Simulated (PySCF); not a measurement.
[FeCl5]3-: Fe(II) (d6), charge -3. The structure is a PBE0-D3(BJ)/def2-TZVP, IEF-PCM water geometry optimised for multiplicity 5; coordination trigonal bipyramidal, point group Cs, metal–donor distances 2.37–2.62 Å.

Method (PySCF 2.14, density fitting): CASSCF(6,5) with orbitals averaged over all microstates of the shell, strongly contracted NEVPT2 on the averaged canonical orbitals; basis x2c-TZVPall on the metal, x2c-SVPall elsewhere; spin-free X2C; IEF-PCM water; spin-orbit coupling by state interaction with the mean-field operator over all roots.

CASSCF energies above the lowest CASSCF root:

```csv
state,CASSCF / cm⁻¹
5A'',0
5A'',524
5A',1320
5A',2072
5A',4759
3A',18897
3A'',20313
3A'',20834
3A'',21125
3A'',21346
3A'',21847
3A'',22148
3A',22200
3A',23030
3A',23894
3A'',24162
3A',24200
3A'',24350
3A',25178
3A'',25400
3A'',26350
3A'',26440
```

How does dynamic correlation (SC-NEVPT2) move these states?


```csv
state,NEVPT2 / cm⁻¹,shift / cm⁻¹
5A'',0,0
5A'',577,+53
5A',1828,+508
5A',2834,+762
5A',6285,+1526
3A',15945,-2952
3A'',18255,-2058
3A'',19124,-1710
3A'',19742,-1383
3A'',20184,-1163
3A'',19875,-1972
3A'',20453,-1695
3A',21138,-1062
3A',22277,-753
3A',23285,-609
3A'',21217,-2945
3A',23908,-292
3A'',21366,-2984
3A',23495,-1684
3A'',23222,-2178
3A'',24506,-1844
3A'',24318,-2122
```

No frequencies were computed for the optimised geometry. NEVPT2 lifts 5A' from 2072 to 2834 cm⁻¹; on the d shell alone such lifts tend to overshoot. Gaps between spin states lean to high spin in this active space.
